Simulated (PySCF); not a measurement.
Working out the ionisation energy of S²⁺

S²⁺ [Ne] 3s2 3p2 (3P) → S³⁺ [Ne] 3s2 3p1 (2P). All numbers are calculated (PySCF 2.14, the non-relativistic Hamiltonian (point nucleus), in def2-SVP). Frozen: [Ne]. Energies in hartree (1 hartree = 27.21139 eV):

```tsv
part	S²⁺ (lower)	S³⁺ (upper)
UHF	-396.190356	-394.938203
CCSD correlation	-0.075576	-0.063401
(T)	-0.000893	-0.000612
```

What does Hartree-Fock give?

(-394.938203) − (-396.190356) = 1.252153 hartree = 34.073 eV.

What do CCSD and CCSD(T) give?

The CCSD correlation energies differ by 0.012175 hartree = 0.331 eV and the triples by 0.000281 hartree = 0.008 eV, so CCSD gives 34.404 eV and CCSD(T) 34.412 eV.

Reference: 34.86 ± 0.04 eV (semi-empirical (NIST evaluation); NIST Atomic Spectra Database, ionization energies), between the lowest levels; spin-orbit coupling is absent from the calculation.

A double-zeta basis recovers only part of the correlation energy.

What remains against the reference includes basis incompleteness, the frozen core and higher excitations.
